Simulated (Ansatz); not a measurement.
# Loss of H2: C2H6FSi → C2H4FSi + H2

Species: C2H6FSi `[CH2]C[SiH2]F`, doublet; C2H4FSi `[H]/[C]=C/[SiH2]F`, doublet; H2 (hydrogen), singlet. This is a balance of energies; it says nothing on the path, which may need atoms to shift.

Shapes, held fixed at every level: PBE0-D4/def2-TZVP. Flexible molecules stand in one conformer, not always the lowest. Programs: Ansatz 0.2.0. The zero-point and thermal change to 298 K, harmonic and unscaled (PBE0-D4/def2-TZVP), is -26.0 kJ/mol.

```
                level                    kind  ΔH(298 K) (kJ/mol)  CPU time (sum over the molecules)
          HF/def2-SVP            Hartree–Fock              +169.0                                  –
        HF/def2-TZVPP            Hartree–Fock              +157.5                                  –
  B3LYP-D4/def2-TZVPP           global hybrid              +170.2                               38 s
  BHLYP-D4/def2-TZVPP           global hybrid              +183.9                               38 s
r2SCAN0-D4/def2-TZVPP           global hybrid              +192.7                               55 s
   wB97M-V/def2-TZVPP  range-separated hybrid              +180.2                            1.7 min
    B2PLYP/def2-TZVPP           double hybrid              +170.6                               50 s
```

B2PLYP/def2-TZVPP gives ΔH(298 K) = +170.6 kJ/mol; the levels span +157.5 to +192.7. The median of the levels is +170.6. No measured value is set beside it here. Spin contamination: C2H4FSi (⟨S²⟩ up to 0.92). Open shells run unrestricted. Times are processor times on shared x86 and Arm servers, and rough.
